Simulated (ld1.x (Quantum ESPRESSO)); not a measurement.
# What one change does to a pseudopotential (cadmium, PAW)

Cd (Z = 48), PAW, made with ld1.x (Quantum ESPRESSO) 7.5 (PBEsol, scalar-relativistic). Core [Kr], reference 4d10 5s2 5p0. Waves: 5s (bound): rcut 1.70, rcutus 2.05 bohr; 5s channel at 1.85 Ry: rcut 1.70, rcutus 2.05 bohr; 5p (bound, empty): rcut 2.90, rcutus 3.20 bohr; 5p channel at 0.65 Ry: rcut 2.90, rcutus 3.20 bohr; 4d (bound): rcut 2.05, rcutus 2.15 bohr; 4d channel at 0.85 Ry: rcut 2.05, rcutus 2.15 bohr. Local part: all-electron potential smoothed inside 2.30 bohr (lloc = -2). Core correction: Bessel-smoothed model core inside 1.60 bohr. Augmentation charge: PSQ, radius 1.45 bohr.

All-electron outer shells of the reference configuration (PBEsol, scalar-relativistic, ld1.x):

```csv
shell,level (eV),outermost node (bohr),outermost maximum (bohr)
4s,-105.81,0.43,0.79
4p,-66.89,0.43,0.84
4d,-11.73,0.42,0.98
5s,-5.70,1.07,2.32
5p,-1.14,1.20,3.29
```

Change: core correction a·sin(br)/r model core, default radius (ld1.x builds one for every PAW set, though the input has nlcc=.false.).

Cutoffs: the cutoffs (Ry, on a coarse ladder) from which the occupation-weighted sum of valence levels, in a spherical-Bessel basis at the reference potential, stays within 10 and 1 mRy of its value at 400 Ry; they do not see the model core or the augmentation charge, which bear on the density cutoff. Errors are all-electron minus pseudo energies relative to the spin-unpolarised reference configuration.

Problem. What does the change do?

Solution. The potential gets neither clearly harder nor softer (25 Ry and 40 Ry → 25 Ry and 40 Ry); of the 6 tests that both files solve, the error grows in 0 and shrinks in 4 by more than 15 % and 0.3 meV (median size 4.2 → 3.3 meV); neither file shows a bound ghost at the reference potential, the only one tested. A model core, the more so a compact one, raises the density cutoff, which this test does not measure.

| quantity | base | changed |
| --- | --- | --- |
| cutoff, loose | 25 Ry | 25 Ry |
| cutoff, tight | 40 Ry | 40 Ry |
| bound ghosts | none | none |
| tests counted (converged, no solver errors) | 6 of 7 | 6 of 7 |
| error for 4d10 5s1 5p0, meV [ΔE 9.31 eV] | -2.9 | -1.9 |
| error for 4d10 5s0 5p0, meV [ΔE 26.40 eV] | -12 | -6.0 |
| error for 4d10 5s1 5p1, meV [ΔE 4.73 eV] | -1.2 | -1.1 |
| error for 4d10 5s0 5p1, meV [ΔE 15.16 eV] | -5.3 | -4.0 |
| error for 4d10 5s0 5p2, meV [ΔE 9.77 eV] | -3.2 | -2.6 |
| error for 4d9 5s2 5p0, meV [ΔE 17.97 eV] | -74 | -74 |
| s: phases at 3.48 bohr within 0.05 rad from the reference energy up to (Ry; the scan ends near 5) | 4.8 | 4.8 |
| p: phases at 3.48 bohr within 0.05 rad from the reference energy up to (Ry; the scan ends near 5) | 2.4 | 2.4 |
| d: phases at 3.48 bohr within 0.05 rad from the reference energy up to (Ry; the scan ends near 5) | 4.4 | 4.4 |
| lowest overlap eigenvalue by channel | s 0.50, p 0.63, d 0.11 | s 0.50, p 0.63, d 0.11 |

Base: Tests not counted: 4d9 5s0 5p0 (solver errors, printed error -817 eV). Changed file: Tests not counted: 4d9 5s0 5p0 (solver errors, printed error -817 eV).
